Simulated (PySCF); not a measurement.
ZrF3, SMILES [F][Zr+]([F])[F], charge +1, multiplicity 1.

Geometry optimised at B3LYP-D3(BJ)/def2-TZVP. The spin state was assumed, not searched. The isomer is the one that the SMILES or the coordinates give; other isomers of the formula were not compared. The def2 effective core potentials stand for the cores of Zr; spin–orbit coupling is left out.

Method: PySCF 2.14.0 with TDA-LC-ωPBE/def2-SVPD.

Vertical excitations; the highest root listed may be one member of a degenerate set. Isolated molecule, no solvent. State labels are in the subgroup Cs.

```json
[
 {"state": "S1", "symmetry": "A'", "energy (eV)": "7.52", "λ (nm)": "165", "f": "0.009", "main pairs": "HOMO→LUMO (degenerate set)"},
 {"state": "S2", "symmetry": "A\"", "energy (eV)": "7.52", "λ (nm)": "165", "f": "0.009", "main pairs": "HOMO−1→LUMO (degenerate set)"},
 {"state": "S3", "symmetry": "A\"", "energy (eV)": "7.55", "λ (nm)": "164", "f": "0.000", "main pairs": "HOMO−2→LUMO 95 %"},
 {"state": "S4", "symmetry": "A'", "energy (eV)": "7.79", "λ (nm)": "159", "f": "0.007", "main pairs": "HOMO−3→LUMO 94 %"},
 {"state": "S5", "symmetry": "A\"", "energy (eV)": "8.17", "λ (nm)": "152", "f": "0.000", "main pairs": "HOMO−2→LUMO+2, HOMO−1→LUMO+2, HOMO→LUMO+1 (degenerate set)"},
 {"state": "S6", "symmetry": "A'", "energy (eV)": "8.17", "λ (nm)": "152", "f": "0.000", "main pairs": "HOMO−2→LUMO+1, HOMO→LUMO+2, HOMO−1→LUMO+1 (degenerate set)"},
 {"state": "S7", "symmetry": "A\"", "energy (eV)": "8.28", "λ (nm)": "150", "f": "0.000", "main pairs": "HOMO→LUMO+1 47 %, HOMO−1→LUMO+2 47 %"},
 {"state": "S8", "symmetry": "A'", "energy (eV)": "8.29", "λ (nm)": "149", "f": "0.008", "main pairs": "HOMO−1→LUMO+1 48 %, HOMO→LUMO+2 48 %"},
 {"state": "S9", "symmetry": "A'", "energy (eV)": "8.35", "λ (nm)": "148", "f": "0.002", "main pairs": "HOMO−4→LUMO (degenerate set)"},
 {"state": "S10", "symmetry": "A\"", "energy (eV)": "8.35", "λ (nm)": "148", "f": "0.002", "main pairs": "HOMO−5→LUMO (degenerate set)"},
 {"state": "T1", "symmetry": "A'", "energy (eV)": "7.35", "λ (nm)": "169", "f": "0", "main pairs": "HOMO→LUMO (degenerate set)"},
 {"state": "T2", "symmetry": "A\"", "energy (eV)": "7.35", "λ (nm)": "169", "f": "0", "main pairs": "HOMO−1→LUMO (degenerate set)"},
 {"state": "T3", "symmetry": "A\"", "energy (eV)": "7.48", "λ (nm)": "166", "f": "0", "main pairs": "HOMO−2→LUMO 91 %"},
 {"state": "T4", "symmetry": "A'", "energy (eV)": "7.55", "λ (nm)": "164", "f": "0", "main pairs": "HOMO−3→LUMO 86 %"}
]
```
Triplets are in the Tamm–Dancoff approximation.
